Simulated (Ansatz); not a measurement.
One change: `C[SiH2]N[SiH2]Cl` becomes `C[SiH2][NH][AlH2]`.

Ansatz, PBE0-D4/def2-TZVP geometries, multiplicity 1. Each molecule was computed in one conformer, which needn't be the lowest.

| property | `C[SiH2]N[SiH2]Cl` |
| --- | --- |
| size of the dipole moment (B3LYP/def2-TZVPP) / D | 1.78 |
| HOMO energy (ωB97M-V/def2-TZVPP) / eV | -10.13 |
| HOMO–LUMO gap (ωB97M-V/def2-TZVPP) / eV | 11.92 |
| HOMO–LUMO gap (PBE/def2-TZVPP) / eV | 5.87 |
| HOMO energy (PBE/def2-TZVPP) / eV | -6.52 |
| HOMO energy (PBE0/def2-TZVPP) / eV | -7.85 |

Task: Give the same properties after the change, and the shifts. (Estimate.)

Result: Computed: 
```csv
property,`C[SiH2][NH][AlH2]`,shift
size of the dipole moment (B3LYP/def2-TZVPP) / D,1.21,-0.57
HOMO energy (ωB97M-V/def2-TZVPP) / eV,-9.89,0.24
HOMO–LUMO gap (ωB97M-V/def2-TZVPP) / eV,10.59,-1.33
HOMO–LUMO gap (PBE/def2-TZVPP) / eV,4.70,-1.17
HOMO energy (PBE/def2-TZVPP) / eV,-6.34,0.18
HOMO energy (PBE0/def2-TZVPP) / eV,-7.60,0.25
```

With PBE0 the HOMO rises by 0.25 eV and the LUMO falls by 1.07 eV, so the gap narrows by about 1.32 eV. PBE moves the HOMO by 0.18 eV and ωB97M-V by 0.24 eV. Dipoles are sizes alone; their direction can turn.

B3LYP here is the variant with VWN-RPA as its local correlation; programs differ in this.
